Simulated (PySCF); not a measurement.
1,1,1-trifluoro-2,3-epoxypropane, C3H3F3O, SMILES FC(F)(F)[C@H]1CO1, point group C1.

Force field and properties: B3LYP/pcSseg-1 (PySCF, grid level 2). Vibrational terms come from second-order perturbation theory with semi-diagonal cubic constants, by steps of ±0.6 along the normal coordinates of each isotopologue. The parent has the commonest isotopes.

Equilibrium geometry (Å):

```tsv
atom	x	y	z
F1	1.4048	1.7743	-0.3712
C2	0.2095	1.1878	-0.1693
F3	-0.4638	1.9402	0.7295
F4	-0.4668	1.2264	-1.3299
C5	0.3732	-0.2167	0.3595
C6	-0.5635	-1.2802	-0.0138
O7	0.7431	-1.1953	-0.5923
H8	0.8994	-0.2488	1.3147
H9	-1.3845	-1.0595	-0.6940
H10	-0.7159	-2.1095	0.6766
```

(1) Give the equilibrium and ground-state rotational constants (MHz) of parent; ²H at 10.

(2) How is the parent's vibrational correction B0 − Be made up?

(3) And its quartic centrifugal distortion constants from the harmonic force field?

A mode lies under 250 cm⁻¹, where this perturbation treatment is rough.

Results:

(1) 
| species | Ae | Be | Ce | A0 | B0 | C0 | Δ0 (u Å²) | harmonic ZPE (cm⁻¹) |
| --- | --- | --- | --- | --- | --- | --- | --- | --- |
| parent | 4557 | 2155.9 | 2044.6 | 4525.1 | 2139.1 | 2029.4 | -98.914 | 13724 |
| ²H at 10 | 4497.2 | 2086.4 | 1975.9 | 4466 | 2070.2 | 1961.3 | -99.610 | 12999 |

Δ0 = Ic − Ia − Ib from the ground-state constants.

(2) 
| axis | harmonic | Coriolis | cubic | total (MHz) |
| --- | --- | --- | --- | --- |
| a | 4.78 | -6.61 | -30 | -31.9 |
| b | 1.75 | -0.978 | -17.6 | -16.8 |
| c | 1.38 | -1.05 | -15.5 | -15.2 |

(3) Asymmetric top, A reduction, Ir representation: ΔJ = 0.24 kHz, ΔJK = 1.6 kHz, ΔK = -0.985 kHz, δJ = 0.0211 kHz, δK = -0.899 kHz.
